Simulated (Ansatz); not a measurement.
Start from `F[SiH](Cl)I` and change one atom or group to get `CS[SiH](F)Cl`.

Ansatz, PBE0-D4/def2-TZVP geometries, multiplicity 1. Each molecule was computed in one conformer, which needn't be the lowest.

Elements past krypton have def2 core potentials.

```tsv
property	`F[SiH](Cl)I`
HOMO energy (PBE/def2-TZVPP) / eV	-7.04
HOMO–LUMO gap (ωB97M-V/def2-TZVPP) / eV	11.42
HOMO–LUMO gap (B3LYP/def2-TZVPP) / eV	6.89
size of the dipole moment (ωB97M-V/def2-TZVPP) / D	0.95
zero-point energy (PBE0-D4/def2-TZVP) / kJ/mol	38.1
LUMO energy (ωB97M-V/def2-TZVPP) / eV	1.08
```

(1) Give the same properties after the change, and the shifts. (An estimate is asked.)

Answers

(1) Ansatz gave: 
```csv
property,`CS[SiH](F)Cl`,shift
HOMO energy (PBE/def2-TZVPP) / eV,-6.32,0.72
HOMO–LUMO gap (ωB97M-V/def2-TZVPP) / eV,11.40,-0.02
HOMO–LUMO gap (B3LYP/def2-TZVPP) / eV,6.81,-0.08
size of the dipole moment (ωB97M-V/def2-TZVPP) / D,1.32,0.37
zero-point energy (PBE0-D4/def2-TZVP) / kJ/mol,139.8,101.7
LUMO energy (ωB97M-V/def2-TZVPP) / eV,1.65,0.57
```

With PBE0 the HOMO rises by 0.65 eV and the LUMO rises by 0.54 eV, so the gap narrows by about 0.11 eV. PBE moves the HOMO by 0.72 eV and ωB97M-V by 0.58 eV. The zero-point energy changes by 101.7 kJ/mol with +12 modes. Dipoles are sizes alone; their direction can turn.

B3LYP here is the variant with VWN-RPA as its local correlation; programs differ in this.

Spin–orbit coupling is left out; it splits and shifts lone-pair levels of the heavy atoms by tenths of an eV.
